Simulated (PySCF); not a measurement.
Ionisation energy of I²⁺ by level of theory

I²⁺ [Kr] 4d10 5s2 5p3 (4S) → I³⁺ [Kr] 4d10 5s2 5p2 (3P), as a difference of total energies. Computed with PySCF 2.14 in aug-cc-pVQZ-PP with ECP28MDF (7s7p5d3f2g, 92 functions), with a scalar-relativistic core potential. Correlated levels: valence: 4s2 4p6 4d10 frozen. The calculations carry no spin-orbit coupling.

| method | ionisation energy (eV) | difference from reference (eV) |
| --- | --- | --- |
| UHF | 29.853 | +0.283 |
| LDA | 30.477 | +0.907 |
| PBE | 30.273 | +0.703 |
| PBE0 | 30.391 | +0.821 |
| r2SCAN | 30.566 | +0.996 |
| B3LYP | 30.305 | +0.735 |
| BP86 | 30.383 | +0.813 |
| r2SCANh | 30.582 | +1.012 |
| r2SCAN0 | 30.606 | +1.036 |
| MP2 (valence) | 30.339 | +0.769 |
| SCS-MP2 (valence) | 30.208 | +0.638 |

Reference: 29.57 ± 0.025 eV (measured; NIST Atomic Spectra Database, ionization energies).

The reference lies between the lowest fine-structure levels, while these numbers refer to the centres of the terms.

Errors of the correlated levels include the incompleteness of this basis and the frozen core.
